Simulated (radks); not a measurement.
Task: All-electron atom: neutral gold in [Xe] 4f14 5d10 6s1. Calculated with a radial shooting solver on a logarithmic mesh with Libxc functionals: scalar-relativistic Kohn-Sham, LB94 model potential, spin-polarised, spherical densities, finite nucleus; open shells are filled with parallel spins first (spin-orbit coupling, left out, can overturn this in heavy ions); Fermi nuclear charge, rms radius 5.4371 fm. Some entries of the table are withheld. Estimate them.

orbital,occ.,eigenvalue (eV),<1/r> (bohr^-1)
1s up,1,-81011.88,95.80
1s down,1,-81011.85,95.80
2s up,1,-14316.25,22.47
2s down,1,-14316.24,22.47
2p up,3,-12387.08,20.01
2p down,3,-12387.07,20.01
3s up,1,-3390.347,8.324
3s down,1,-3390.335,8.324
3p up,3,-2830.310,7.603
3p down,3,-2830.299,7.603
3d up,5,-2229.844,7.161
3d down,5,-2229.834,7.161
4s up,1,-739.4081,3.557
4s down,1,-739.3933,3.557
4p up,3,-556.5755,3.212
4p down,3,-556.5652,3.212
4d up,5,-336.1502,2.883
4d down,5,-336.1420,2.883
5s up,1,-115.2020,1.478
5s down,1,-115.1851,1.478
4f up,7,-91.1414,2.473
4f down,7,-91.1316,2.473
5p down,3,-65.9144,1.247
5p up,3,-65.8787,1.249
5d down,5,-12.6201,0.8355
5d up,5,-12.4405,0.8373
6s down,0,-11.1044,0.4724
6s up,1,-10.9234,0.4683
6p down,0,-4.9577,0.3196
6p up,0,-4.9203,0.3151
7s up,0,-2.4395,0.1638
7s down,0,-2.4109,0.1643
6d up,0,-1.3580,0.1276
6d down,0,-1.3121,0.1274
5f up,0,(1),(2)
5f down,0,(3),(4)

Result: 
(1) 5f up eigenvalue (eV): -0.6921
(2) 5f up <1/r> (bohr^-1): 0.05509
(3) 5f down eigenvalue (eV): -0.6585
(4) 5f down <1/r> (bohr^-1): 0.05395
